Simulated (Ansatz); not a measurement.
Basis sets compared for the cluster Ta₂O₅⁺. Charge 1, multiplicity 2. Geometry PBE-D4/def2-SVP. Ansatz on 4 threads of Arm Neoverse V1 on a shared host; times are rough, and most runs start from earlier orbitals.

```xyz
7

Ta    1.1253   -1.7660    0.2414
Ta   -0.5370    0.6379    0.2153
O     1.8621   -1.8758   -1.3040
O    -0.6921   -1.3008   -0.0904
O    -1.2873    2.2163   -0.5923
O     1.2691    0.0653    0.7478
O    -1.7401    2.0231    0.7822
```

In the def2 sets Ta takes a core potential; there is no spin–orbit coupling. The structure holds 1 bond(s) between oxygen atoms. Another isomer (doublet) lies 2.34 eV lower at PBE0-D4/def2-TZVP; other spin states weren't run for this one.

| level | functions | energy (Eh) | HOMO (eV) | LUMO (eV) | wall time |
| --- | --- | --- | --- | --- | --- |
| PBE-D4/def2-SVP | 134 | -489.4612 | -10.06 | -9.40 | 3.9 s |
| PBE0-D4/def2-SVP | 134 | -489.2972 | -11.09 | -8.98 | 5.5 s |

Estimate the rows for PBE-D4/def2-TZVP (with forces), PBE0-D4/def2-TZVP.


| level | functions | energy (Eh) | HOMO (eV) | LUMO (eV) | wall time |
| --- | --- | --- | --- | --- | --- |
| PBE-D4/def2-TZVP (with forces) | 235 | -489.9422 | -10.03 | -9.48 | 7.5 s |
| PBE0-D4/def2-TZVP | 235 | -489.7868 | -10.95 | -9.04 | 14 s |
